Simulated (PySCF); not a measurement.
C3H9ClSi, singlet, at a GFN2-xTB geometry. Base run: DF-B3LYP/def2-SV(P) (PySCF).

Input for PySCF:
```python
from pyscf import gto, scf, dft

mol = gto.M(
    atom='''
C    -0.74978598    1.59672421   -0.36729719
Si    0.16935212    0.11507053    0.39960080
C     1.63470173   -0.41130752   -0.69768298
C    -1.02145525   -1.34456870    0.68211767
Cl    0.90913523    0.69442496    2.21566147
H    -1.16721741    1.34294873   -1.33670467
H    -1.56785901    1.92573043    0.26713269
H    -0.08529637    2.44461056   -0.50725592
H     2.17557152   -1.24608658   -0.26096019
H     1.29949050   -0.71684066   -1.68389433
H     2.34259872    0.40224793   -0.82832830
H    -1.44967120   -1.69118153   -0.25323206
H    -1.84256222   -1.06385757    1.33557630
H    -0.51238124   -2.18640934    1.14272773
''',
    basis='def2-sv(p)',
    verbose=3,
)

mf = dft.RKS(mol)
mf.xc = 'b3lyp'
mf = mf.density_fit(auxbasis='def2-universal-jkfit')
mf.kernel()
mf.analyze()
```

Each row names what was changed in the base input (with any setting that the change needs).

```tsv
change	ΔE vs base (µEh)	grid points	electrons on the grid
base	0.0	168688	57.99998
small_rho_cutoff = 0	0.0	168688	57.99998
grids.prune = off	0.3	273296	57.99998
grids.level = 4	-2.7	284808	58.00001
grids.atom_grid = (150, 974)	-1.5	1132080	58.00000
grids.radi_method = gauss_chebyshev	0.1	164720	57.99998
grids.prune = dft.gen_grid.treutler_prune	2.1	148144	57.99998
grids.level = 2	-0.7	105648	58.00000
grids.radi_method = mura_knowles	0.1	160400	57.99998
grids.prune = dft.gen_grid.sg1_prune	-20.0	70664	57.99995
grids.atom_grid = (30, 110)	-47.6	34480	58.00025
```
